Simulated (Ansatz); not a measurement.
KBi4⁻. Total charge -1; singlet. Geometry r2SCAN-D4/def2-SVPD.

```tsv
atom	x (Å)	y (Å)	z (Å)
K1	-0.530	-1.711	-0.374
Bi2	0.244	1.208	1.875
Bi3	0.650	1.761	-1.229
Bi4	0.245	-0.065	-3.315
Bi5	-0.610	-1.192	3.043
```

In the def2 sets Bi takes a core potential; there is no spin–orbit coupling. At HF/def2-TZVPD the restricted singlet is unstable: a solution with broken spin symmetry lies lower. The restricted singlet is unstable towards broken spin symmetry in Hartree–Fock (as tested in another run); at PBE-D4/def2-TZVPD, r2SCAN-D4/def2-TZVPD, r2SCANh-D4/def2-TZVPD, ωB97M-V/def2-TZVPD this wasn't settled. Another isomer (singlet) lies 1.07 eV lower at PBE0-D4/def2-TZVPD; other spin states weren't run for this one.

Problem. Estimate the orbital energies around the gap (eV) in Ansatz with HF/def2-TZVPD, PBE-D4/def2-TZVPD, r2SCAN-D4/def2-TZVPD, r2SCANh-D4/def2-TZVPD, ωB97M-V/def2-TZVPD.

Solution. 
| orbital | HF/def2-TZVPD | PBE-D4/def2-TZVPD | r2SCAN-D4/def2-TZVPD | r2SCANh-D4/def2-TZVPD | ωB97M-V/def2-TZVPD |
| --- | --- | --- | --- | --- | --- |
| HOMO−13 | -22.29 | -15.05 | -15.78 | -16.50 | -19.64 |
| HOMO−12 | -22.29 | -15.02 | -15.74 | -16.46 | -19.63 |
| HOMO−11 | -22.20 | -14.91 | -15.60 | -16.33 | -19.52 |
| HOMO−10 | -17.10 | -11.45 | -11.95 | -12.57 | -15.83 |
| HOMO−9 | -16.34 | -10.96 | -11.42 | -12.02 | -15.20 |
| HOMO−8 | -13.88 | -9.42 | -9.78 | -10.30 | -13.22 |
| HOMO−7 | -12.67 | -8.77 | -9.07 | -9.54 | -12.29 |
| HOMO−6 | -5.19 | -2.57 | -2.78 | -3.11 | -5.22 |
| HOMO−5 | -4.67 | -1.97 | -2.17 | -2.50 | -4.77 |
| HOMO−4 | -3.89 | -1.78 | -1.95 | -2.22 | -4.17 |
| HOMO−3 | -3.79 | -1.58 | -1.75 | -2.03 | -3.98 |
| HOMO−2 | -3.17 | -1.27 | -1.41 | -1.64 | -3.35 |
| HOMO−1 | -2.87 | -0.76 | -0.90 | -1.19 | -3.31 |
| HOMO | -2.23 | -0.23 | -0.31 | -0.56 | -2.45 |
| LUMO | 2.56 | -0.06 | -0.06 | 0.13 | 1.89 |
| LUMO+1 | 2.66 | 0.62 | 0.65 | 0.88 | 2.13 |
| LUMO+2 | 3.17 | 1.27 | 1.46 | 1.62 | 2.70 |
| LUMO+3 | 3.30 | 1.35 | 1.58 | 1.69 | 2.75 |
| LUMO+4 | 3.45 | 1.92 | 2.23 | 2.38 | 2.81 |
| LUMO+5 | 3.67 | 2.03 | 2.41 | 2.49 | 2.89 |
